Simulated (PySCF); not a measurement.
All values below come from PySCF 2.14.0 with B3LYP-D3(BJ)/def2-TZVP. Isolated molecules, 0 K electronic values unless said otherwise. One relaxed conformer stands for a flexible species; it need not be the lowest. B3LYP has the VWN-RPA correlation part, as in Gaussian. 

Reference species (SMILES): `[I][Al]([I])[I]` (neutral, multiplicity 1).

- HOMO = -7.47 eV
- HOMO–LUMO gap = 5.26 eV

Changed species: `[SH][Al]([I])[I]` (H–S–Al–I torsion 180°) (1 of 3 I replaced by SH; the reference has 0 of 3 I replaced by SH).

### Question
Give the shifts of the HOMO and HOMO–LUMO gap.

### Answer
the HOMO falls by 0.14 eV, to -7.61 eV; the HOMO–LUMO gap rises by 0.54 eV, to 5.80 eV.
